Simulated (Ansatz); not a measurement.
The first iterations of a band of ClHOZn + H (5 atoms, charge 0, multiplicity 2).

Level of theory: UKS PBE0-D4/def2-SVP in Ansatz.

| Property | Result |
| --- | --- |
| movable images | 7 |
| climbing image | yes |
| spring | 5.0 eV/Å² |
| optimiser | quadratic models (default) |
| start path | through a guess of the saddle point |
| force threshold | 0.03 eV/Å |
| iteration limit | 60 |
| end points | relaxed |

Initial state:

```xyz
5
Properties=species:S:1:pos:R:3
Zn 0.026 -0.095 -0.166
Cl 0.008 -0.030 1.932
O 0.008 -0.028 -1.931
H 0.236 -0.851 -2.374
H -0.024 0.087 5.272
```

Final state:

```xyz
5
Properties=species:S:1:pos:R:3
Zn -0.835 1.102 0.295
Cl -0.689 0.335 2.392
O 0.681 -0.434 -0.129
H 0.447 -1.221 -0.638
H 0.650 -0.699 0.812
```

| iteration | highest image above the first end (eV) | largest band force component (eV/Å) |
| --- | --- | --- |
| 1 | 9.595 | 40.839 |
| 2 | 1.455 | 7.480 |
| 3 | 0.561 | 4.568 |
| 4 | 0.971 | 4.421 |
| 5 | 0.320 | 1.856 |
| 6 | 0.418 | 1.666 |
| 7 | 0.625 | 1.524 |
| 8 | 0.585 | 0.592 |
| 9 | 0.723 | 1.967 |
| 10 | 0.609 | 0.998 |
| 11 | 0.637 | 0.979 |
| 12 | 0.525 | 1.071 |
| 13 | 0.438 | 1.144 |
| 14 | 0.321 | 1.167 |
| 15 | 0.236 | 1.842 |
| 16 | 0.175 | 1.654 |
| 17 | 0.135 | 1.439 |
| 18 | 0.177 | 0.935 |
| 19 | 0.430 | 0.806 |
| 20 | 0.519 | 0.991 |

Question: Does the band converge within its limit, and where does its top end?

Answer: The run ended unconverged. It ended after 60 iterations with the highest image 0.143 eV above the first end. The band didn't meet its force threshold, so its energies are provisional: the largest band force was still 0.18 eV/Å, and over the last iterations the top stayed at 0.14 eV. Neighbouring images lie up to 2.0 Å apart, so the band is torn or far too coarse. Inner images lie below an end point, which means an intermediate or an end that isn't the lowest structure nearby.

The run took 24 min on 2 threads of Intel(R) Xeon(R) Platinum 8259CL CPU @ 2.50GHz (Skylake/Cascade Lake), on a shared host, peak memory 0.25 GiB.
